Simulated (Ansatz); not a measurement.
`B[NH][GaH2]` + `O[SiH3]` → `BO[SiH3]` + `[NH2][GaH2]` at 700 K and 1 bar (ligand exchange at a B–N bond).

Calculated with Ansatz (gas phase, PBE0-D4/def2-TZVP geometries, no zero-point term in ΔE). CCSD(T)/CBS adds triple-zeta CCSD(T) − MP2 to the extrapolated MP2 energy (def2 sets, frozen cores). For Ga outer-core shells are correlated without core-valence functions, which leaves a few kJ/mol of doubt a bond. Scalar relativity is left out up to krypton.

```json
{"species": "`B[NH][GaH2]`", "CCSD(T)/CBS energy (Eh)": "-2006.47671", "H − E (kJ/mol)": "194.1", "S (J/(mol·K))": "386.9"}
{"species": "`O[SiH3]`", "CCSD(T)/CBS energy (Eh)": "-366.69042", "H − E (kJ/mol)": "144.6", "S (J/(mol·K))": "321.6"}
{"species": "`BO[SiH3]`", "CCSD(T)/CBS energy (Eh)": "-392.11480", "H − E (kJ/mol)": "190.5", "S (J/(mol·K))": "377.2"}
{"species": "`[NH2][GaH2]`", "CCSD(T)/CBS energy (Eh)": "-1981.05479", "H − E (kJ/mol)": "148.0", "S (J/(mol·K))": "331.7"}
```

H − E and S are ideal-gas, rigid-rotor, harmonic terms from PBE0-D4/def2-TZVP. 1 Eh = 2625.50 kJ/mol, R = 8.31446 J/(mol·K).

By hand: ΔE, ΔH, ΔS and ΔG.

ΔE = (-392.11480) + (-1981.05479) − (-2006.47671) − (-366.69042) = -0.00246 Eh = -6.5 kJ/mol. Δ(H − E) = 190.5 + 148.0 − 194.1 − 144.6 = -0.2, so ΔH = -6.7 kJ/mol. ΔS = 377.2 + 331.7 − 386.9 − 321.6 = 0.4 J/(mol·K). ΔG = -6.7 − 700 × (0.4)/1000 = -7.0 kJ/mol.

By hand: the equilibrium constant, and the temperature at which ΔG would vanish if ΔH and ΔS stayed fixed.

log₁₀ K = −ΔG/(RT ln 10) = 0.5. ΔH and −TΔS have one sign here, so there is no such temperature.

The number of gas molecules stays the same, so ΔS is small and ΔH decides. A doubt of 5 kJ/mol in ΔE shifts log₁₀ K by 0.4 here. These are equilibria of isolated gas molecules and say nothing of rates. Largest T1 diagnostic: 0.014 (customary marks: 0.02 for closed shells, 0.045 for open ones).

ΔS is within the doubt of such terms, so its sign, and with it that verdict, could turn.
